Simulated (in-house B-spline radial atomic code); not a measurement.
Yb III (Yb2+) is squeezed into an impenetrable sphere of radius R (the orbitals vanish at R). No spin polarisation. Method: scalar-relativistic (X2C) PBE, spherical fractional occupations, Fermi nucleus of rms radius 5.3108 fm. Calculated with an all-electron radial atomic-structure program (B-spline basis).

Energies in eV above the free ion in [Xe] 4f14:

```
R (bohr)  highest level (eV)  [Xe] 4f14  [Kr] 4d9 4f14 5s2 5p6 5f1  [Kr] 4d10 4f14 5s2 5p5 5f1
    7.45               -17.6  0.0005588                      195.7                       42.64
    6.05               -17.6   0.008984                      197.8                       44.81
    5.02               -17.5    0.07857                      201.3                       48.41
    3.94               -16.6     0.9668                      209.9                       57.27
    3.38               -14.9      3.954                      220.2                       68.11
       3               -12.1      10.66                      234.4                       82.91
    2.42               -1.65       51.3                      294.5                       143.8
    2.06                13.7      142.5                      408.3                       256.2
    1.99                18.1      174.9                      446.9                       293.7
    1.35                 153       1345                       1750                        1530
```

Does [Kr] 4d9 4f14 5s2 5p6 5f1 fall below [Xe] 4f14 under compression?

No, it stays above over the whole range.

Does [Kr] 4d10 4f14 5s2 5p5 5f1 fall below [Xe] 4f14 under compression?

No, it stays above over the whole range.

The highest level is first positive in the row R = 2.06 bohr, pushed up by confinement above the zero of the free ion's potential. Each configuration is held fixed and needn't be the lowest in the sphere.
